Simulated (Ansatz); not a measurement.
Ansatz results at the PBE0-D4/def2-TZVP geometry: LUMO energy (ωB97M-V/def2-TZVPP) 2.22 eV; HOMO–LUMO gap (PBE0/def2-TZVPP) 6.97 eV; HOMO–LUMO gap (PBE/def2-TZVPP) 4.88 eV.

Which molecule gave them?
A. `[CH3][Al]1[CH2][C]1(F)F`
B. `CC(C)=CBr`
C. `CC1[SiH2]B1O`
D. `NC(=S)[O][AlH2]`

B. The others give `NC(=S)[O][AlH2]`: -0.29, 4.18, 2.27; `CC1[SiH2]B1O`: 1.17, 5.56, 3.54; `[CH3][Al]1[CH2][C]1(F)F`: 0.27, 4.94, 2.92.
